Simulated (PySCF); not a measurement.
**How methods differ on the excitation energy of Cu**

Cu [Ar] 3d10 4s1 (2S) → Cu [Ar] 3d9 4s2 (2D), as a difference of total energies. Computed with PySCF 2.14 in x2c-TZVPPall (6s5p4d2f1g, 64 functions), with the spin-free X2C one-electron Hamiltonian (Gaussian nucleus). Correlated levels: valence: [Ar] frozen. The calculations carry no spin-orbit coupling.

```tsv
method	excitation energy (eV)
UHF	-0.185
MP2 (valence)	2.259
SCS-MP2 (valence)	1.780
CCSD (valence)	1.086
CCSD(T) (valence)	1.236
```

Errors of the correlated levels include the incompleteness of this basis and the frozen core.

**Question.** Which method comes closest to the reference value, and which is furthest?

**Answer.** The reference is 1.490 eV (measured; NIST levels, between the centres of gravity of the two terms). Closest: CCSD(T) (valence) (error -0.254 eV); furthest: UHF (error -1.675 eV).
